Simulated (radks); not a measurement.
Problem. The rhenium ion Re39+, 36 electrons, occupied as [Kr]. All-electron calculation, Dirac Kohn-Sham, exchange-only PBE, spin-unpolarised, spherical densities, finite nucleus; Fermi nuclear charge, rms radius 5.3698 fm. Program: a radial shooting solver on a logarithmic mesh with Libxc functionals. Some entries of the table are withheld. Estimate them.

| orbital | occ. | eigenvalue (eV) | <r> (bohr) |
|---|---|---|---|
| 1s1/2 | 2 | -73284.64 | 0.01804 |
| 2s1/2 | 2 | (1) | 0.07554 |
| 2p1/2 | 2 | (2) | 0.06243 |
| 2p3/2 | 4 | (3) | 0.07047 |
| 3s1/2 | 2 | -4562.062 | (4) |
| 3p1/2 | 2 | -4329.570 | 0.1845 |
| 3p3/2 | 4 | -4007.501 | 0.1987 |
| 3d3/2 | 4 | (5) | 0.1732 |
| 3d5/2 | 6 | (6) | 0.1775 |
| 4s1/2 | 2 | -2086.876 | 0.3957 |
| 4p1/2 | 2 | -1987.072 | 0.3925 |
| 4p3/2 | 4 | -1885.771 | 0.4136 |

Solution. 
(1) 2s1/2 eigenvalue (eV): -14147.87
(2) 2p1/2 eigenvalue (eV): -13618.00
(3) 2p3/2 eigenvalue (eV): -12177.17
(4) 3s1/2 <r> (bohr): 0.1946
(5) 3d3/2 eigenvalue (eV): -3623.817
(6) 3d5/2 eigenvalue (eV): -3553.253
